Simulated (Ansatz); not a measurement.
`C=C(N)CI` + CH₃NH₂ → `C=C(N)NC` + `CI`  (substitution at a C–C bond)

Calculated with Ansatz (gas phase, PBE0-D4/def2-TZVP geometries, no zero-point term in ΔE). CBS: MP2 limit from def2 TZ/QZ plus the TZ coupled-cluster correction, frozen cores. Elements past krypton have def2 core potentials. For I outer-core shells are correlated without core-valence functions, which leaves a few kJ/mol of doubt a bond. One conformer a species, not always the lowest.

```
   species  MP2/def2-TZVPP energy (Eh)
`C=C(N)CI`                  -469.46567
    CH₃NH₂                   -95.66064
`C=C(N)NC`                  -228.15099
      `CI`                  -336.97133
```

Task: Work out ΔE.

Result: ΔE = (-228.15099) + (-336.97133) − (-469.46567) − (-95.66064) = 0.00399 Eh = +10.5 kJ/mol. CCSD(T)/CBS gives +9.4 kJ/mol.

Largest T1 diagnostic among the species: 0.011.

The D4 term adds +3.6 kJ/mol with B3LYP and +2.0 kJ/mol with PBE0; it sums over pairs of atoms, weighted by their polarisabilities, and B3LYP, whose exchange is more repulsive, gets the larger term. In def2-TZVPP, CCSD(T) changes the Hartree–Fock value by +13.1 kJ/mol (the triples alone add +2.0 kJ/mol) and MP2 by +16.2 kJ/mol.

B3LYP here is the variant with VWN-RPA as its local correlation; programs differ in this.
